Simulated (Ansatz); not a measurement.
Molecule: CH4B (charge 0, doublet). It need not be the lowest isomer of its formula. SMILES: [BH]C
Geometry: optimised at B3LYP-D3(BJ)/def2-TZVP (Ansatz, a program for electronic structure).

Computed values are from Ansatz. Valence correlation only, unless marked. UHF or UKS for open shells. Spin-orbit coupling is left out. No relativistic terms. CBS marks a two-point X^-3 extrapolation of the correlation energy; Hartree-Fock from the larger set.

**Question.** What is the atomisation energy De at CCSD(T)/CBS(def2-TZVPPD,def2-QZVPPD)?

**Answer.** 1994.6 kJ/mol.

**Question.** What is the T1 diagnostic at CCSD/def2-QZVPPD?

**Answer.** 0.012.

**Question.** What is the dipole moment at CCSD(T)/aug-cc-pVDZ?

**Answer.** 1.12 D.

**Question.** What is the total energy at CCSD(T)/CBS(def2-TZVPPD,def2-QZVPPD)?

**Answer.** -65.1514 Eh.
